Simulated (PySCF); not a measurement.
Compound: C₂H₁₀GeOSi₂.
Bonds: C1–C2, C2–O3 (double), C2–Si4, Si4–Si5, Si5–Ge6. Hydrogens: H7, H8, H9 on C1; H10, H11 on Si4; H12, H13 on Si5; H14, H15, H16 on Ge6.

All values: B3LYP/def2-SVPD (PySCF, non-relativistic), on one gas-phase PBE0-D3(BJ)/def2-SVP geometry that isn't relaxed in the solvent. The solvent is an IEF-PCM continuum (van der Waals radii × 1.2), and excitations are vertical TDDFT with non-equilibrium linear response and a frozen core. The model holds no explicit solvent molecules, cavitation or dispersion. Spin–orbit coupling is left out although an atom past zinc is present.

Gas-phase singlets (H = HOMO, L = LUMO):

| state | E (eV) | λ (nm) | f | leading configurations |
| --- | --- | --- | --- | --- |
| S1 | 3.521 | 352 | 0.004 | H→L 97% |
| S2 | 5.358 | 231 | 0.004 | H→L+1 57%, H-1→L 41% |
| S3 | 5.506 | 225 | 0.015 | H-1→L 56%, H→L+1 39% |
| S4 | 5.814 | 213 | 0.005 | H→L+2 61%, H→L+3 27% |
| S5 | 5.965 | 208 | 0.015 | H→L+3 59%, H→L+2 34% |

**Question.** How does the list change in chloroform (ε = 4.711)?

**Answer.** 
```tsv
state	E (eV)	λ (nm)	f	leading configurations	change by rank (eV)
S1	3.582	346	0.006	H→L 97%	+0.061
S2	5.332	233	0.020	H-1→L 91%	-0.026
S3	5.597	222	0.012	H→L+1 88%	+0.091
S4	5.946	209	0.003	H→L+2 47%, H→L+3 33%, H→L+4 8%	+0.132
S5	6.061	205	0.025	H-2→L 71%, H→L+2 19%	+0.096
```

**Question.** The ground-state energy changes by -0.135 eV from gas to chloroform. By how much does the total energy of gas-phase S1 change?

**Answer.** E(S1) = E(S0) + excitation energy, so it changes by -0.135 + 0.061 = -0.074 eV: it is lowered less than the ground state, which is what a blue shift means. This is the vertical state, with the slow part of the continuum still set for S0.

**Question.** How do the frontier levels move from gas to chloroform?

**Answer.** 
```csv
orbital,gas (eV),solvent (eV),change (eV),"Löwdin shares, gas","Löwdin shares, solvent"
LUMO+2,-0.16,0.01,+0.17,"Ge6 22 %, Si5 22 %, Si4 14 %, H15 9 %","Si5 22 %, Ge6 22 %, Si4 15 %, H15 9 %"
LUMO+1,-0.60,-0.43,+0.17,"Ge6 21 %, Si4 19 %, Si5 16 %, H16 12 %","Ge6 22 %, Si4 19 %, Si5 16 %, H16 12 %"
LUMO,-1.63,-1.57,+0.06,"C2 36 %, O3 30 %, Si4 10 %, C1 7 %","C2 37 %, O3 30 %, Si4 10 %, C1 7 %"
HOMO,-6.78,-6.78,0.00,"O3 50 %, C2 18 %, Si4 13 %, C1 10 %","O3 48 %, C2 18 %, Si4 14 %, C1 10 %"
HOMO-1,-7.86,-7.71,+0.15,"Si5 31 %, Ge6 25 %, Si4 18 %, H16 6 %","Si5 31 %, Ge6 25 %, Si4 17 %, H16 6 %"
HOMO-2,-8.62,-8.48,+0.14,"Si5 29 %, Si4 15 %, Ge6 15 %, H12 10 %","Si5 29 %, Si4 15 %, Ge6 15 %, H12 10 %"
HOMO-3,-9.30,-9.13,+0.17,"Ge6 28 %, H15 19 %, Si5 17 %, H14 13 %","Ge6 29 %, H15 20 %, Si5 16 %, H14 14 %"
```

The HOMO–LUMO gap goes from 5.15 to 5.21 eV.

Shape of the structure used: `[CH3:1][C:2](=[O:3])[SiH2:4][SiH2:5][GeH3:6]`: C1–C2–Si4–Si5 -108°, C2–Si4–Si5–Ge6 54°.
